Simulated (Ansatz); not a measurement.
`O[CH2][InH][Br]` + `CNC` → `C[N](C)[InH][Br]` + CH₃OH  (ligand exchange at the In–C bond)

Isolated molecules relaxed with PBE0-D4/def2-TZVP in Ansatz; ΔE leaves out vibrations. CCSD(T)/CBS adds triple-zeta CCSD(T) − MP2 to the extrapolated MP2 energy (def2 sets, frozen cores). This one scheme is used for every species. Functionals use def2-TZVPP. B3LYP here is the variant with VWN-RPA as its local correlation; programs differ in this. HSE06 is defined as in plane-wave codes. Elements past krypton have def2 core potentials. For Br, In outer-core shells are correlated without core-valence functions, which leaves a few kJ/mol of doubt a bond. Scalar relativity is left out up to krypton. Each species was taken in one conformer, which may not be the lowest.

`O[CH2][InH][Br]`:

Cartesian coordinates in Å:
```
O -1.613 -0.092 -0.393
C -0.659 -0.577 0.510
In 1.218 0.496 0.306
Br 1.090 1.173 -2.123
H -1.193 0.069 -1.247
H -0.449 -1.646 0.370
H -1.051 -0.446 1.520
H 2.657 1.021 1.058
```

`CNC`:

Z-matrix (Å, degrees):
```
C
N 1 1.445
H 1 1.094 2 109.4
H 1 1.092 2 110.0 3 117.9
H 1 1.104 2 114.0 3 -120.2
C 2 1.445 1 112.8 3 65.3
H 2 1.011 1 109.8 3 -171.9
H 6 1.104 2 114.0 1 54.9
H 6 1.094 2 109.4 1 -65.3
H 6 1.092 2 110.0 1 176.8
```

`C[N](C)[InH][Br]`:

```xyz
12

C    -0.543   -1.313   -0.521
N    -0.030   -0.054   -0.045
C     0.408   -0.101    1.325
In    0.056    1.581   -1.189
Br    1.012    3.486    0.076
H    -0.866   -1.243   -1.563
H    -1.407   -1.648    0.072
H     0.217   -2.107   -0.462
H     0.788    0.870    1.647
H     1.210   -0.841    1.465
H    -0.415   -0.382    2.000
H    -0.430    1.752   -2.805
```

CH₃OH:

Z-matrix (Å, degrees):
```
C
O 1 1.409
H 1 1.097 2 112.4
H 1 1.090 2 107.0 3 -118.5
H 1 1.097 2 112.4 3 123.0
H 2 0.959 1 108.5 3 -61.6
```

```
             level  ΔE (kcal/mol)  difference from CCSD(T)/CBS
       LDA (SPW92)           -6.5                          4.7
        r2SCANh-D4           -8.2                          3.0
          HSE06-D4           -7.5                          3.7
      CAM-B3LYP-D4           -9.4                          1.8
            revPBE           -5.8                          5.4
            r2SCAN           -7.8                          3.4
              PBE0           -7.0                          4.2
             B3LYP           -7.5                          3.7
             HSE06           -6.9                          4.3
      MP2/def2-SVP          -13.6                         -2.4
    MP2/def2-TZVPP          -11.5                         -0.3
   CCSD/def2-TZVPP          -10.5                          0.7
CCSD(T)/def2-TZVPP          -10.7                          0.5
     HF/def2-QZVPP          -10.8                          0.4
    MP2/def2-QZVPP          -11.8                         -0.6
SCS-MP2/def2-QZVPP          -11.8                         -0.6
       CCSD(T)/CBS          -11.2                            0
```

Largest T1 diagnostic among the species: 0.014.

Leaving LDA and LC-ωPBE aside and taking each functional with its dispersion term where it has one, the values, not all of them listed here, spread over 3.0 kcal/mol, from BHLYP-D4 to revPBE-D4. The D4 term adds −1.0 kcal/mol with B3LYP and −0.6 kcal/mol with PBE0; it sums over pairs of atoms, weighted by their polarisabilities, and B3LYP, whose exchange is more repulsive, gets the larger term.

CCSD(T)/CBS has its own doubt, a few kJ/mol and more with outer-core shells, so smaller differences from it don't rank the levels.
